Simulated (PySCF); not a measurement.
H₃P.

```xyz
4

P      0.0000     0.0000    -0.1282
H      1.0323     0.5960     0.6412
H      0.0000    -1.1920     0.6412
H     -1.0323     0.5960     0.6412
```
Charge 0, spin multiplicity 1.

The structure is a stationary point at B3LYP-D3(BJ)/def2-TZVP.

All values below come from HF/pcSseg-1 (PySCF). Non-relativistic, no solvent.

Question: Give the absolute GIAO shielding of each atom: isotropic value and principal components (ppm). (An estimate is asked for; the answer gives what the named calculation found.)

Answer: 
| atom | σ(iso) | σ11 | σ22 | σ33 | span |
|---|---|---|---|---|---|
| P1 | 598.4 | 568.6 | 613.3 | 613.3 | 44.6 |
| H2 | 29.7 | 25.5 | 26.4 | 37.2 | 11.7 |
| H3 | 29.7 | 25.5 | 26.4 | 37.2 | 11.7 |
| H4 | 29.7 | 25.5 | 26.4 | 37.2 | 11.7 |
